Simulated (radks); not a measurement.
Values are calculated unless marked as measured or tabulated.
Initial-state core-level shifts of the titanium ion Ti2+ when its valence configuration changes from [Ar] 3d2. Level of theory: non-relativistic Kohn-Sham, LDA (Slater exchange, Perdew-Wang correlation), spin-polarised, spherical densities, point nucleus; open shells are filled with parallel spins first (a radial shooting solver on a logarithmic mesh with Libxc functionals). Shifts are changes of the shell-averaged eigenvalues in eV (positive: less bound); the change of the density at the nucleus, which sets a Mossbauer isomer shift, is in e/bohr^3, on a base of 7097.

valence	1s	2p	3s	3p	density at nucleus
3d1 4p1	-7.849	-8.802	-7.438	-7.165	+1.5190
4s2	-14.770	-16.853	-13.461	-12.928	+15.3117
3d1 4s1	-6.790	-7.744	-6.380	-6.123	+6.8131
4s1 4p1	-15.623	-17.732	-14.339	-13.788	+9.5100
3d1.5 4p0.5	-3.815	-4.266	-3.662	-3.529	+0.7020
3d1 4s0.5 4p0.5	-7.321	-8.274	-6.911	-6.645	+4.1672
3d1.5 4s0.5	-3.276	-3.732	-3.119	-2.994	+3.2217
3d0.5 4s1 4p0.5	-11.089	-12.594	-10.309	-9.906	+8.0763
